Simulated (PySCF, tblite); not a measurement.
Compound: C7H12N2P (charge -1).
Numbering: `[CH3:1][CH2:2][N:3]([CH3:4])[P-:5][n:6]1[cH:7][cH:8][cH:9][cH:10]1` (hydrogens: H11, H12, H13 on C1; H14, H15 on C2; H16, H17, H18 on C4; H19 on C7; H20 on C8; H21 on C9; H22 on C10)

Structure used (GFN2-xTB), in Å, numbered top down from 1:
```xyz
22
C7H12N2P angstrom
C     -3.1012    0.5499    0.7670
C     -1.7577    0.9275    0.1335
N     -0.9418   -0.1811   -0.2890
C     -1.4664   -0.9148   -1.4122
P     -0.0742   -1.0589    0.9357
N      1.5331   -0.4635    0.5054
C      2.6528   -0.8672    1.1550
C      3.7494   -0.2399    0.6096
C      3.2682    0.5820   -0.4196
C      1.9010    0.4192   -0.4534
H     -2.9150   -0.1460    1.5824
H     -3.6022    1.4362    1.1556
H     -3.7549    0.0710    0.0399
H     -1.9383    1.5805   -0.7373
H     -1.1703    1.4851    0.8678
H     -2.4289   -1.4115   -1.2148
H     -0.7409   -1.6782   -1.6863
H     -1.6048   -0.2322   -2.2632
H      2.5874   -1.5719    1.9644
H      4.7751   -0.3604    0.9184
H      3.8493    1.2207   -1.0646
H      1.1697    0.8729   -1.0953
```

Structure optimised with GFN2-xTB, isolated species.

Masses are those of the commonest isotopes; rigid-rotor values at the optimised geometry. The values belong to one conformer with, in the numbering `[CH3:1][CH2:2][N:3]([CH3:4])[P-:5][n:6]1[cH:7][cH:8][cH:9][cH:10]1`, C1–C2–N3–C4 69°, C2–N3–P5–N6 -108°, N3–P5–N6–C7 -179°.

Q: Give the principal moments of inertia and the rotational constants in MHz.

A: Ia = 185.93, Ib = 793.55, Ic = 835.95 u·Å²; 505379 MHz·u·Å²/I gives A = 2718, B = 636.9, C = 604.6 MHz.

Q: What kind of rotor is it?

A: A near-prolate asymmetric top; Ray's κ = -0.969.

Q: What does the inertial defect say?

A: Not planar: Δ = Ic − Ia − Ib = -143.54 u·Å². For a rigid frame Δ = −2 Σ m c², so Σ m c² = 71.77 u·Å² lies off the ab plane: 19.27 from hydrogen and 52.50 from heavier atoms. The atom farthest from that plane is 2.29 Å away.

Q: Give the other two planar moments, Paa and Pbb, and the rms extents of the mass along the axes.

A: Paa = Σ m a² = (Ib + Ic − Ia)/2 = 721.78 and Pbb = Σ m b² = (Ia + Ic − Ib)/2 = 114.16 u·Å². With the mass M = 155.07 u, the rms extents √(P/M) along a, b and c are 2.16, 0.86, 0.68 Å.

Q: Where do the levels up to J = 4 lie, in MHz?

A: Above 0(0,0):
J = 1: 1(0,1) 1241, 1(1,1) 3323, 1(1,0) 3355
J = 2: 2(0,2) 3724, 2(1,2) 5773, 2(1,1) 5870, 2(2,1) 12114, 2(2,0) 12114
J = 3: 3(0,3) 7447, 3(1,3) 9449, 3(1,2) 9643, 3(2,2) 15838, 3(2,1) 15840, 3(3,1) 26325, 3(3,0) 26325
J = 4: 4(0,4) 12409, 4(1,4) 14349, 4(1,3) 14672, 4(2,3) 20803, 4(2,2) 20809, 4(3,2) 31292, 4(3,1) 31292, 4(4,1) 45973, 4(4,0) 45973

Q: Estimate the classical rotational partition function at 100 K, 200 K and 298.15 K.

A: Point group C1, symmetry number σ = 1; q = (√π/σ)·√((kT/h)³/(ABC)), k/h = 20836.6 MHz/K: 165000 at 100 K, 466000 at 200 K, 848000 at 298.15 K.

Its GFN2-xTB frequencies are all real (lowest 20 cm⁻¹). Constants of a rigid frame at the computed geometry: no zero-point averaging, no centrifugal distortion.
